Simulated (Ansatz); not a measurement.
This geometry of ClGeH3OSn (7 atoms, charge 0, multiplicity 1) is a first-order saddle point.

The calculation used RKS PBE-D4/def2-SVP in Ansatz 0.2.0.

```xyz
7
Properties=species:S:1:pos:R:3
Cl -2.633 -1.263 0.868
Sn -0.433 -1.052 -0.022
O -0.211 0.884 -0.795
Ge 1.174 0.819 0.721
H -0.341 -2.019 -1.448
H -0.099 1.755 0.576
H 2.603 0.807 0.054
```

Task: Which two structures does it join? (They come from a converged band through this point; their orientation in space is the band's.)

Result: Bonds broken: Ge4–H6. Bonds formed: O3–H6.

Initial state:

```xyz
7
Properties=species:S:1:pos:R:3
Cl -2.702 -1.192 0.700
Sn -0.436 -1.184 -0.062
O -0.185 0.715 -1.083
Ge 0.912 0.974 0.303
H -0.418 -2.320 -1.374
H 0.451 1.913 1.452
H 2.440 1.026 0.019
```

Final state:

```xyz
7
Properties=species:S:1:pos:R:3
Cl -2.310 -0.991 1.005
Sn -0.087 -1.179 0.075
O -0.038 1.077 -0.388
Ge 1.426 0.903 0.975
H -0.492 -1.710 -1.554
H -0.848 1.403 0.061
H 2.410 0.430 -0.220
```

Task: How far does it lie above each of them?

Result: 164.0 kJ/mol above the first and 246.5 kJ/mol above the second. This is the barrier of this one path; another mechanism may lie lower. The orbitals stay closed-shell, which can raise the energy where a bond breaks towards radicals; this wasn't checked here.

The run took 2.2 min on 2 threads of Arm Neoverse V2, with other jobs on the host, peak memory 0.15 GiB.
